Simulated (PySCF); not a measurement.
Si(OMe)2 (C2H6O2Si), SMILES CO[Si]OC (connectivity only; charge and spin as stated), neutral, multiplicity 1.

Geometry optimised at B3LYP-D3(BJ)/def2-SVP. The values are those of a single conformer.

Two levels are set side by side: TDA-PBE/def2-SVPD (PySCF) and TDA-CAM-B3LYP/def2-SVPD (PySCF). Vertical, same geometry. The lowest singlet is HOMO→LUMO 85 % with PBE and HOMO→LUMO 94 % with the other functional; states are paired by order. Differences are taken from unrounded values.

```json
[
 {"quantity": "lowest singlet excitation (eV)", "TDA-PBE": "4.90"},
 {"quantity": "lowest triplet excitation (TDA) (eV)", "TDA-PBE": "3.14"},
 {"quantity": "first bright state (f over 0.05) (eV)", "TDA-PBE": "4.90"},
 {"quantity": "its oscillator strength", "TDA-PBE": "0.08"}
]
```

**Question.** These are the TDA-PBE values. What does TDA-CAM-B3LYP give? (An estimate is asked for; the answer gives what the named calculation found.)

**Answer.** 
```
quantity                               TDA-CAM-B3LYP  TDA-PBE minus TDA-CAM-B3LYP
-------------------------------------  -------------  ---------------------------
lowest singlet excitation (eV)                  5.32                        -0.42
lowest triplet excitation (TDA) (eV)            3.20                        -0.06
first bright state (f over 0.05) (eV)           5.32                        -0.42
its oscillator strength                         0.15                        -0.06
```

A lower first singlet is the usual sign of a functional without exact exchange. Differences between two approximate levels are no errors against the true value.

Rough cost on one machine, each run with all the roots and properties that it gave: TDA-CAM-B3LYP against TDA-PBE about 4 times.
